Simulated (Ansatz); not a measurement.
Problem. Name a neutral molecule of Br, C, Ga, N and H with size of the dipole moment (ωB97M-V/def2-TZVPP) between 2.15 and 2.45 D and size of the dipole moment (B3LYP/def2-TZVPP) between 2.45 and 2.75 D (Ansatz, PBE0-D4/def2-TZVP geometry).

Solution. `C[N](C)[GaH][Br]` (2.40 D, 2.45 D); `C[N](C)[Ga]([Br])[Br]` (2.39 D, 2.47 D). Other molecules can fit too; these were computed, each in one conformer that needn't be the lowest.

B3LYP here is the variant with VWN-RPA as its local correlation; programs differ in this.
